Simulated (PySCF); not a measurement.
# Two-component Hartree-Fock for Sn(3+) (tin, charge +3)

Start: [Kr] 4d10 5s1; 5s1/2 filled at m_j = +1/2. Calculated with PySCF 2.14 in x2c-SVPall-2c (6s8p4d, 50 functions): generalised Hartree-Fock with the X2C-1e Hamiltonian and a Gaussian nucleus; one run each with spin-orbit coupling (SO) switched off, then screened by Boettger's factors.

```json
{"spinor shell": "1s1/2", "electrons": "2", "ε, spin-free (eV)": "-29372.7", "ε, screened SO (eV)": "-29370.1", "weight of nominal j (screened SO)": "1.000", "rms radius, screened SO (bohr)": "0.0333"}
{"spinor shell": "2s1/2", "electrons": "2", "ε, spin-free (eV)": "-4551.5", "ε, screened SO (eV)": "-4550.8", "weight of nominal j (screened SO)": "1.000", "rms radius, screened SO (bohr)": "0.136"}
{"spinor shell": "2p1/2", "electrons": "2", "ε, spin-free (eV)": "-4083.1", "ε, screened SO (eV)": "-4243.3", "weight of nominal j (screened SO)": "1.000", "rms radius, screened SO (bohr)": "0.118"}
{"spinor shell": "2p3/2", "electrons": "4", "ε, spin-free (eV)": "-4083.1", "ε, screened SO (eV)": "-4009.9", "weight of nominal j (screened SO)": "1.000", "rms radius, screened SO (bohr)": "0.123"}
{"spinor shell": "3s1/2", "electrons": "2", "ε, spin-free (eV)": "-942.19", "ε, screened SO (eV)": "-941.99", "weight of nominal j (screened SO)": "1.000", "rms radius, screened SO (bohr)": "0.361"}
{"spinor shell": "3p1/2", "electrons": "2", "ε, spin-free (eV)": "-785.11", "ε, screened SO (eV)": "-815.24", "weight of nominal j (screened SO)": "1.000", "rms radius, screened SO (bohr)": "0.354"}
{"spinor shell": "3p3/2", "electrons": "4", "ε, spin-free (eV)": "-785.11", "ε, screened SO (eV)": "-771.24", "weight of nominal j (screened SO)": "1.000", "rms radius, screened SO (bohr)": "0.366"}
{"spinor shell": "3d3/2", "electrons": "4", "ε, spin-free (eV)": "-543.69", "ε, screened SO (eV)": "-548.85", "weight of nominal j (screened SO)": "1.000", "rms radius, screened SO (bohr)": "0.340"}
{"spinor shell": "3d5/2", "electrons": "6", "ε, spin-free (eV)": "-543.69", "ε, screened SO (eV)": "-540.06", "weight of nominal j (screened SO)": "1.000", "rms radius, screened SO (bohr)": "0.343"}
{"spinor shell": "4s1/2", "electrons": "2", "ε, spin-free (eV)": "-189.77", "ε, screened SO (eV)": "-189.74", "weight of nominal j (screened SO)": "1.000", "rms radius, screened SO (bohr)": "0.872"}
{"spinor shell": "4p1/2", "electrons": "2", "ε, spin-free (eV)": "-139.89", "ε, screened SO (eV)": "-145.29", "weight of nominal j (screened SO)": "1.000", "rms radius, screened SO (bohr)": "0.930"}
{"spinor shell": "4p3/2", "electrons": "4", "ε, spin-free (eV)": "-139.89", "ε, screened SO (eV)": "-137.39", "weight of nominal j (screened SO)": "1.000", "rms radius, screened SO (bohr)": "0.954"}
{"spinor shell": "4d3/2", "electrons": "4", "ε, spin-free (eV)": "-65.111", "ε, screened SO (eV)": "-65.750", "weight of nominal j (screened SO)": "0.983", "rms radius, screened SO (bohr)": "1.17"}
{"spinor shell": "4d5/2", "electrons": "6", "ε, spin-free (eV)": "-65.111", "ε, screened SO (eV)": "-64.662", "weight of nominal j (screened SO)": "0.989", "rms radius, screened SO (bohr)": "1.17"}
{"spinor shell": "5s1/2", "electrons": "1", "ε, spin-free (eV)": "-39.442", "ε, screened SO (eV)": "-39.443", "weight of nominal j (screened SO)": "1.000", "rms radius, screened SO (bohr)": "2.34"}
```

| quantity | spin-free | screened SO |
| --- | --- | --- |
| E (hartree) | -6170.60744 | -6172.03483 |
| M_J | 1/2 | 1/2 |
| ⟨J²⟩ | 0.750 | 0.750 |
| ⟨L²⟩ | 0.000 | 0.015 |
| ⟨S²⟩ | 0.750 | 0.766 |

Each row is a mean over spinors that exchange with the open shell spreads, by up to 0.545 eV (4s1/2).

Breit and QED terms are absent; they matter most for the inner s and p1/2 levels.

Densities and radii are taken from the X2C orbitals without a picture-change correction, which distorts them close to the nucleus.

Without spin-orbit coupling the j labels of p, d and f shells carry no meaning; the spin-free column gives the mean over the occupied spinors of each nl shell.
